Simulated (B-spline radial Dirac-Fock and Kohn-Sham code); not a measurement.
Ionisation of each subshell: K¹⁵⁺

System: the K¹⁵⁺ ion in the configuration [He] 2s2; nuclear rms radius 3.4349 fm (A = 39).

Calculated with a radial finite-basis atomic code, using relaxed Dirac-Fock hole states (ΔSCF) with Breit and QED corrections and a finite nucleus. No correlation. Energies are counted from the vacuum level.

All terms are in eV, carry their sign (relaxation lowers the binding energy) and add up to the binding energy; ⟨r⟩ is the mean radius of the orbital in the initial state.

| subshell | −ε (Koopmans) | relaxation | Breit | QED | binding energy | ⟨r⟩ (bohr) |
| --- | --- | --- | --- | --- | --- | --- |
| 1s | 4423.6 | -4.62 | -2.53 | -1.23 | 4415.2 | 0.080 |
| 2s | 962.5 | -0.29 | -0.22 | -0.14 | 961.9 | 0.341 |

For the deepest level, K (1s), the Breit terms make up -0.057 % of the binding energy, QED -0.028 % and orbital relaxation -0.105 %.

Going to the tabulated ground configuration of the next ion removes an electron from L1 (2s), computed at 961.9 eV. NIST lists 967.7 ± 0.3 eV as the ionisation energy of this species (semi-empirical), +5.82 eV from the computed value.
